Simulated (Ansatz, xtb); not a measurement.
System: CsBr (charge 0, singlet). SMILES: [Cs][Br]
Coordinates optimised at B3LYP-D3(BJ)/def2-TZVP (Ansatz, a first-principles code):
```
Cs
Br 1 3.1374
```

Harmonic wavenumbers from GFN2-xTB (xtb, at its own minimum), cm⁻¹: 123.

Problem. Give the harmonic wavenumbers at B3LYP-D3(BJ)/def2-TZVP (Ansatz, finite differences of forces, unscaled).

Solution. 142 cm⁻¹. Zero-point energy 0.2 kcal/mol.

Problem. From these and the geometry, give the ideal-gas thermochemistry at 298.15 K and 1 atm (rigid rotor, harmonic oscillator).

Solution. Point group C∞v, rotational symmetry number 1. Rotational constants 1.029, 1.029 GHz. S(trans) 41.97, S(rot) 19.29, S(vib) 2.77, S(elec, spin only) 0.00, S 64.0 cal/(mol K). H(298) - H(0) 2.49 kcal/mol; G - E(el) -16.4 kcal/mol.
